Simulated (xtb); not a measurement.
C₄H₉Cl₃Sn, triplet, at the geometry of the source list (GFN-xTB shapes and energies of metal compounds can be far from the true ones) (a higher spin typed on purpose: for a closed-shell molecule this is an excited state). Base run: GFN2-xTB (xtb).

Input for xtb:
```
$ xtb mol.xyz --gfn 2 --uhf 2 --json

# file mol.xyz
17

C     -2.55570000     0.21460000     0.05930000
C     -1.07930000     0.34140000    -0.29060000
C     -0.31020000    -0.93140000     0.04990000
C      1.08890000    -0.96070000    -0.48800000
Sn     2.46520000     0.66390000     0.34860000
Cl     2.88530000     2.37870000    -1.19710000
Cl     1.72010000     1.73630000     2.30180000
Cl     4.57080000    -0.20270000     0.90680000
H     -3.03530000    -0.54530000    -0.55730000
H     -3.06480000     1.16040000    -0.09950000
H     -2.67630000    -0.06830000     1.10360000
H     -0.64780000     1.17620000     0.26630000
H     -0.97110000     0.56080000    -1.35220000
H     -0.30980000    -1.08030000     1.13240000
H     -0.83350000    -1.78830000    -0.39220000
H      1.62230000    -1.87260000    -0.23250000
H      1.13130000    -0.78260000    -1.55940000
```

Variants of this job, named by their change:

| change | ΔE vs base (kJ/mol) | dipole (D) | SCF cycles |
|---|---|---|---|
| base | 0.00 | 6.25 | 18 |
| acc = 0.0001 | 0.00 | 6.25 | 30 |
| etemp = 10000 | -253.2 | 6.53 | 16 |
| acc = 1000 | 0.06 | 6.27 | 9 |
